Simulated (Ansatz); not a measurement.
Cartesian coordinates in Å:
```
Si 2.378 1.201 0.188
N 0.836 0.409 -0.004
C 0.729 -0.988 0.010
C 1.773 -1.771 0.508
C 1.698 -3.153 0.478
C 0.577 -3.788 -0.033
C -0.467 -3.015 -0.522
C -0.397 -1.634 -0.507
C -0.352 1.184 -0.042
C -1.312 1.044 0.957
C -2.465 1.809 0.929
C -2.670 2.731 -0.088
C -1.715 2.876 -1.082
C -0.566 2.099 -1.066
H 2.157 2.635 -0.104
H 3.366 0.609 -0.749
H 2.919 1.065 1.570
H 2.648 -1.299 0.943
H 2.522 -3.737 0.872
H 0.517 -4.870 -0.050
H -1.350 -3.494 -0.930
H -1.215 -1.046 -0.903
H -1.144 0.326 1.753
H -3.204 1.692 1.713
H -3.570 3.334 -0.105
H -1.868 3.589 -1.884
H 0.173 2.194 -1.853
```

Total charge 0; spin multiplicity 1.

(1) List the r2SCAN/def2-TZVPP orbital energies in eV (Ansatz). (An estimate is asked.)

Results:

(1) Computed: Occupied: -1791.32, -385.82, -274.35, -274.32, -273.32, -273.31, -273.25, -273.24, -273.22, -273.13, -273.10, -273.06, -272.97, -272.89, -141.75, -96.63, -96.60, -96.58, -24.85, -22.58, -21.97, -19.81, -19.67, -19.44, -18.63, -16.17, -16.07, -15.69, -15.09, -14.00, -13.81, -12.97, -12.24, -11.90, -11.67, -11.29, -11.11, -10.79, -10.61, -10.43, -9.90, -9.50, -9.11, -8.97, -8.89, -8.79, -8.68, -8.33, -7.60, -6.71, -6.57, -6.43, -5.13. Lowest empty: -1.25, -1.19, -0.78, -0.51, 0.27, 0.95, 1.03, 1.35.
